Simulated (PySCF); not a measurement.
Numbering as in the mapped SMILES `[CH3:1][CH2:2][O:3][C:4](=[O:5])/[CH:6]=[CH:7]/[c:8]1[cH:9][cH:10][cH:11][cH:12][cH:13]1`. Each H is labelled by its parent atom.

Geometry: PBE0-D3(BJ)/def2-SVP; GIAO absolute shieldings from PySCF 2.14, gas phase, non-relativistic, averaged over equivalent atoms.

At PBE0/pcSseg-1 (281 basis functions):
```
        atoms  σ (ppm)
           C4     13.8
           C7     31.0
           C8     45.6
          C11     47.9
       C9/C13     49.8
      C10/C12     50.1
           C6     62.5
           C2    123.3
           C1    168.9
           O5    -67.9
           O3    114.5
        H(C7)    23.44
 H(C9)/H(C13)    23.53
H(C10)/H(C12)    23.75
       H(C11)    23.80
        H(C6)    24.74
        H(C2)    27.28
        H(C1)    29.91
```

What do these become at wB97X-D/pcSseg-1?

Answers


```
        atoms  σ at wB97X-D/pcSseg-1  change
           C4                   12.5    -1.3
           C7                   29.5    -1.5
           C8                   45.1    -0.5
          C11                   46.9    -1.0
       C9/C13                   48.8    -1.0
      C10/C12                   49.3    -0.8
           C6                   61.9    -0.6
           C2                  123.5    +0.2
           C1                  168.8    -0.1
           O5                  -65.6    +2.3
           O3                  121.3    +6.8
        H(C7)                  23.49   +0.05
 H(C9)/H(C13)                  23.62   +0.09
H(C10)/H(C12)                  23.85   +0.10
       H(C11)                  23.89   +0.09
        H(C6)                  24.85   +0.11
        H(C2)                  27.43   +0.15
        H(C1)                  30.02   +0.11
```

The largest change is at O3 (ester alkoxy oxygen). Cost: 281 basis functions. The order of the carbon signals is the same at both levels.

The carbons averaged at δ 134.6 differ by 9 ppm in this conformer.
